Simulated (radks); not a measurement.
Q: Ionisation ladder of caesium, from Cs II to Cs XXXV (ions without a valid solution omitted). Each ion is in the ground configuration listed by NIST, and IE = E(next ion) - E(this ion). Method: scalar-relativistic Kohn-Sham, SCAN, spin-polarised, spherical densities, finite nucleus; open shells are filled with parallel spins first (spin-orbit coupling, left out, can overturn this in heavy ions); meta-GGA in the generalised Kohn-Sham scheme; Fermi nuclear charge, rms radius 4.8041 fm; computed with a radial shooting solver on a logarithmic mesh with Libxc functionals.

| species | configuration | IE, Delta-SCF (eV) | <r> HOMO (bohr) |
|---|---|---|---|
| Cs II | [Xe] | 23.785 | 2.06 |
| Cs III | [Kr] 4d10 5s2 5p5 | ? | 1.99 |
| Cs X | [Kr] 4d10 | 211.23 | 0.811 |
| Cs XI | [Kr] 4d9 | 236.87 | 0.796 |
| Cs XII | [Kr] 4d8 | 263.03 | 0.783 |
| Cs XIII | [Kr] 4d7 | 289.70 | 0.769 |
| Cs XIV | [Kr] 4d6 | ? | 0.757 |
| Cs XV | [Kr] 4d5 | 355.20 | 0.742 |
| Cs XVI | [Kr] 4d4 | 384.54 | 0.731 |
| Cs XVII | [Kr] 4d3 | ? | 0.720 |
| Cs XVIII | [Kr] 4d2 | 444.69 | 0.710 |
| Cs XIX | [Kr] 4d1 | 475.31 | 0.700 |
| Cs XX | [Kr] | 604.84 | 0.666 |
| Cs XXI | [Ar] 3d10 4s2 4p5 | ? | 0.659 |
| Cs XXVIII | [Ar] 3d10 | 1601.9 | 0.265 |
| Cs XXIX | [Ar] 3d9 | 1683.0 | 0.262 |
| Cs XXX | [Ar] 3d8 | 1765.1 | 0.259 |
| Cs XXXI | [Ar] 3d7 | 1847.9 | 0.256 |
| Cs XXXII | [Ar] 3d6 | 1931.4 | 0.253 |
| Cs XXXIII | [Ar] 3d5 | 2049.6 | 0.249 |
| Cs XXXIV | [Ar] 3d4 | 2138.8 | 0.246 |
| Cs XXXV | [Ar] 3d3 | 2228.8 | 0.244 |

Estimate the withheld Delta-SCF values.

A: Cs III: 33.548 eV (NIST 33.195); Cs XIV: 316.79 eV (NIST 316); Cs XVII: 414.35 eV (NIST 413); Cs XXI: 636.70 eV (NIST 629).
